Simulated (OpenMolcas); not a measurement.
Levels of Sn2+ by method

| Property | Result |
| --- | --- |
| Program | OpenMolcas 26.06 |
| Basis | ANO-RCC-VQZP [8s7p5d3f2g] |
| Scalar Hamiltonian | DKH3, point nucleus |
| Active space | 2 electrons in 4 orbitals (5s 5p) |
| State averaging | 2S+1 = 3 even, 3 roots; 2S+1 = 1 even, 7 roots; 2S+1 = 3 odd, 3 roots; 2S+1 = 1 odd, 3 roots |
| Spin-orbit coupling | RASSI with atomic mean-field integrals over the reference wave functions, term energies averaged over their components |

Methods on the same reference wave functions:
A. CASSCF
B. SS-CASPT2, IPEA 0.25 Eh, imaginary shift 0.1 Eh (closed shells correlated: 4d)
C. MS-CASPT2, IPEA 0.25 Eh, imaginary shift 0.1 Eh (closed shells correlated: 4d)

Energies in cm-1 above 5s2 1S0, the measured ground level; measured values from Moore, Atomic Energy Levels, vol. III, NSRDS-NBS 35 (1971 reprint of NBS Circular 467, 1958).

| Level | A | B | C | Measured |
| --- | --- | --- | --- | --- |
| 5s2 1S0 | 0.0 | 0.0 | 0.0 | 0.0 |
| 5s 5p 3P* 0 | 48775 | 53360 | 54020 | 53548 |
| 5s 5p 3P* 1 | 50203 | 54740 | 55390 | 55196 |
| 5s 5p 3P* 2 | 53372 | 57960 | 58610 | 59229 |
| 5s 5p 1P* 1 | 85087 | 78320 | 78970 | 79911 |
| 5p2 3P0 | 123639 | 127530 | 128190 | 127308 |
| 5p2 3P1 | 125610 | 129740 | 130390 | 130120 |
| 5p2 3P2 [51 %] | 128035 | 130620 | 131280 |  |
| 5p2 1D2 [51 %] | 137032 | 134780 | 135440 |  |
| 5p2 1S0 | 156900 | 150700 | 152010 |  |

Deviations, from unrounded energies. A percentage is the sum of absolute deviations over the sum of measured energies, with the sign that they share, or ± where signs differ.

```tsv
Against measurement	Levels	A	B	C
mean absolute deviation (cm-1)	6	4800	690	560
other configurations (%)	6	±5.7	±0.8	±0.7
```

C lies closest to measurement on these levels and A furthest from it. The largest miss of C in the table is 5s 5p 1P* 1, by -940 cm-1. The ranking rests on the paired levels alone, and a cruder setting can come out closer through cancelling errors.

Between B and C the level of the table that moves most is 5p2 1S0, by 1300 cm-1 (lowest in B, highest in C). Moves below CASPT2's spread within the term are not significant.

The mean deviations of B to C differ by less than CASPT2's widest spread within a term (840 cm-1), so their order carries little weight.

The lowest spin-free term lies below A's lowest term by 0.435 hartree in B, 0.438 hartree in C.

CASPT2 breaks the degeneracy within a term, and the mean is taken; among the terms shown or strongly mixed into the levels shown the widest spread is 840 cm-1 (5p2 1D, C). Over all roots computed the reference weight is 0.87 to 0.94 in B, 0.87 to 0.94 in C; the roots of lowest weight are the least certain, and an intruder state may touch them. The ¹D term of p² mixes with s d, which this space lacks. Some levels mix across a computed gap that differs much from the measured one, so their mixing is not that of the real levels (holds for A). Computed and measured levels are paired by configuration, term and J; levels that our copy of the source lacks, or whose pairing is in doubt (as where it misses far off the trend of its configuration), stay unpaired and out of the deviations. Levels of configurations outside the active space are missing.

A share in square brackets marks a mixed level and gives the weight of the term that names it, the lowest over the columns. * marks odd parity.
